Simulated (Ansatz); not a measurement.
Reaction (redistribution): `F[SiH2][InH2]` + `[OH][GaH][Br]` → `[OH][GaH][SiH2]F` + `[Br][InH2]`

Calculated with Ansatz (gas phase, PBE0-D4/def2-TZVP geometries, no zero-point term in ΔE). CBS: MP2 limit from def2 TZ/QZ plus the TZ coupled-cluster correction, frozen cores. DFT in def2-TZVPP. def2 core potentials past Kr. For Br, Ga, In outer-core shells are correlated without core-valence functions, which leaves a few kJ/mol of doubt a bond. Scalar relativity is left out up to krypton. One conformer a species, not always the lowest.

Task: Is it downhill or uphill in electronic energy at CCSD(T)/CBS, and by how much? (Best estimate.)

Result: Ansatz gave: Downhill: ΔE = -4.8 kJ/mol.

Task: What do these levels give: BLYP-D4, r2SCAN-D4, CAM-B3LYP-D4, ωB97X-V, ωB97M-V, BLYP, HF/def2-TZVPP, MP2/def2-TZVPP, HF/def2-QZVPP, HF/CBS(def2), MP2/CBS(def2), CCSD/CBS(def2)? (Best estimate.)

Result: Ansatz gave: BLYP-D4 -7.0, r2SCAN-D4 -3.1, CAM-B3LYP-D4 -3.1, ωB97X-V -1.8, ωB97M-V -0.3, BLYP -7.0, HF/def2-TZVPP -0.3, MP2/def2-TZVPP 3.4, HF/def2-QZVPP -0.8, HF/CBS(def2) -0.9, MP2/CBS(def2) -2.6, CCSD/CBS(def2) -4.4 kJ/mol.

Largest T1 diagnostic among the species: 0.015.

At CCSD(T), def2-SVP lies +6.9 kJ/mol from the extrapolated value and def2-TZVPP +6.0 kJ/mol. From BLYP to BHLYP (50 % exact exchange), in def2-TZVPP and without D4, ΔE moves by +4.9 kJ/mol. Leaving LDA and LC-ωPBE aside and taking each functional with its dispersion term where it has one, the values, not all of them listed here, spread over 8.6 kJ/mol, from BLYP-D4 to PBE-QIDH. LDA lies +3.6 kJ/mol from PBE without D4.
